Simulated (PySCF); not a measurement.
Job file and geometry (Å, from GFN2-xTB) of an NMR shielding run on `InChI=1S/C7H13P/c1-3-8-5-4-7(2)6-8/h4H,3,5-6H2,1-2H3`, GIAO PBE0/pcSseg-1 NMR shielding, non-relativistic, gas phase in PySCF 2.14.0, density-fitted response routines; density fitting, a coarse starting grid and PySCF grid level 2 are the driver's defaults:

```
$ OMP_NUM_THREADS=1 python probes_run.py task.json out

{"job": {"kind": "nmr", "xc": "PBE0", "basis": "pcSseg-1"}, "charge": 0, "multiplicity": 1}
C      2.672616     0.847979     0.753786
C      1.773640    -0.337763     0.430882
P      0.992772    -0.181149    -1.259256
C     -0.115193    -1.682337    -1.127919
C     -1.309740    -1.253916    -0.334547
C     -1.477410     0.046568    -0.151839
C     -2.602282     0.695089     0.584953
C     -0.431285     0.928065    -0.776773
H      3.124674     0.729368     1.737203
H      2.108408     1.778696     0.748868
H      3.468070     0.932401     0.016209
H      0.987134    -0.447166     1.183175
H      2.369416    -1.255004     0.421349
H     -0.413918    -2.002249    -2.132170
H      0.421464    -2.515981    -0.667679
H     -1.992604    -2.004266     0.034208
H     -2.220576     1.267881     1.430507
H     -3.304309    -0.048597     0.953720
H     -3.133077     1.385936    -0.069932
H     -0.095859     1.719398    -0.102175
H     -0.830862     1.413989    -1.673041
```

Task: Write the output of this run.

Result: 
```
coarse grid: 17288 points
cycle   1  E = -615.2898956021  dE =  8.723e-01  |g| = 4.676e-01  |ddm| = 4.117e+00
cycle   2  E = -615.2770680547  dE =  1.283e-02  |g| = 5.232e-01  |ddm| = 9.682e-01
cycle   3  E = -615.3492670403  dE = -7.220e-02  |g| = 4.719e-02  |ddm| = 5.780e-01
cycle   4  E = -615.3497672454  dE = -5.002e-04  |g| = 2.102e-02  |ddm| = 9.809e-02
cycle   5  E = -615.3498728510  dE = -1.056e-04  |g| = 4.546e-03  |ddm| = 2.329e-02
cycle   6  E = -615.3498767106  dE = -3.860e-06  |g| = 2.037e-03  |ddm| = 5.562e-03
final grid: 160224 points
cycle   7  E = -615.4005624678  dE = -4.754e-05  |g| = 1.015e-02  |ddm| = 3.964e-02
cycle   8  E = -615.4005480024  dE =  1.447e-05  |g| = 1.264e-02  |ddm| = 2.101e-02
cycle   9  E = -615.4005890687  dE = -4.107e-05  |g| = 1.391e-03  |ddm| = 1.303e-02
cycle  10  E = -615.4005895343  dE = -4.657e-07  |g| = 3.903e-04  |ddm| = 1.662e-03
cycle  11  E = -615.4005895713  dE = -3.694e-08  |g| = 1.159e-04  |ddm| = 5.364e-04
cycle  12  E = -615.4005895746  dE = -3.265e-09  |g| = 2.679e-05  |ddm| = 1.506e-04
cycle  13  E = -615.4005895747  dE = -1.703e-10  |g| = 4.636e-06  |ddm| = 3.061e-05
converged SCF energy = -615.4005895747

GIAO shielding tensors (ppm)
atom      isotropic    diamagn.    paramagn.     s11        s22        s33       span
  0 C      174.386     245.901     -71.515    162.906    172.060    188.193     25.287
  1 C      160.868     253.339     -92.470    142.140    165.489    174.976     32.836
  2 P      342.468     966.604    -624.136    281.409    362.819    383.175    101.766
  3 C      147.759     255.109    -107.351    125.967    149.126    168.182     42.215
  4 C       55.086     253.870    -198.784    -42.427     78.534    129.151    171.578
  5 C       40.354     262.501    -222.147    -68.601     54.511    135.152    203.754
  6 C      164.929     244.080     -79.152    148.511    157.920    188.356     39.845
  7 C      147.030     253.122    -106.092    123.584    141.349    176.157     52.573
  8 H       30.410      28.024       2.386     25.320     27.355     38.553     13.233
  9 H       30.907      30.497       0.410     25.356     31.139     36.226     10.870
 10 H       30.594      28.647       1.947     26.002     28.441     37.339     11.337
 11 H       30.160      34.019      -3.859     24.974     31.918     33.589      8.616
 12 H       30.708      32.388      -1.680     25.014     30.108     37.003     11.989
 13 H       28.918      31.028      -2.110     24.118     26.521     36.116     11.998
 14 H       29.643      32.398      -2.756     25.622     27.691     35.615      9.993
 15 H       25.976      33.301      -7.325     23.134     26.546     28.247      5.114
 16 H       29.933      29.183       0.750     25.693     28.699     35.406      9.714
 17 H       29.421      28.610       0.811     24.569     28.228     35.466     10.897
 18 H       29.925      27.598       2.327     25.697     27.887     36.190     10.493
 19 H       29.792      33.576      -3.784     25.279     29.961     34.135      8.855
 20 H       29.163      31.789      -2.625     24.307     27.497     35.686     11.379
```

Size and cost of the density-fitted run: 208 basis functions, of the order of 110 core-seconds.
